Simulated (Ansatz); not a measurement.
Ideal-gas functions of BH4InO3, SMILES `OB(O)[O][InH2]` at 800 K and 1 bar, from an Ansatz frequency run at PBE0-D4/def2-TZVP.

Molar mass 177.66 g/mol, point group Cs (symmetry number 1), electronic degeneracy 1, moments of inertia 52.58, 345.307, 387.818 u Å². Harmonic wavenumbers (cm⁻¹, unscaled): 82, 144, 241, 321, 373, 411, 441, 509, 553, 565, 635, 685, 873, 994, 1024, 1324, 1532, 1867, 1872, 3901, 3905.

Use S(trans) = R[1.5 ln M + 2.5 ln T − 1.1517]; rotational temperatures θ = 24.2544 K / I; S(rot) = R[ln(√π/σ · √(T³/θAθBθC)) + 1.5]; for each mode x = 1.438777 ν̃/T, S = R[x/(eˣ − 1) − ln(1 − e⁻ˣ)] and H = RT x/(eˣ − 1); 1 cm⁻¹ = 0.0119627 kJ/mol; R = 8.31446 J/(mol·K).

**Question.** By hand: the entropy, in J/(mol·K).

**Answer.** Translation 194.0. Rotation: θ = 0.4613, 0.0702, 0.0625 K, giving 126.4. Vibration, mode by mode: 24.24, 19.57, 15.33, 13.00, 11.79, 11.01, 10.46, 9.33, 8.69, 8.53, 7.65, 7.09, 5.37, 4.51, 4.32, 2.82, 2.10, 1.30, 1.29, 0.06, 0.06, in all 168.5. Electronic 0.0. Sum 488.9 J/(mol·K).

**Question.** By hand: H − E and G − E in kJ/mol, counted from the electronic energy.

**Answer.** Zero-point energy ½ × 22252 × 0.0119627 = 133.1; thermal vibration 66.5; translation, rotation and pV give 4 RT = 26.6. H − E = 226.2 kJ/mol, and G − E = 226.2 − 800 × 488.9/1000 = -164.9 kJ/mol.

Vibration gives 34 % of the entropy, 43.8 J/(mol·K) of it from the modes under 150 cm⁻¹: soft modes count most, and the harmonic formula is weakest for them. The sum counts one conformer and one mirror image; others add a mixing term.
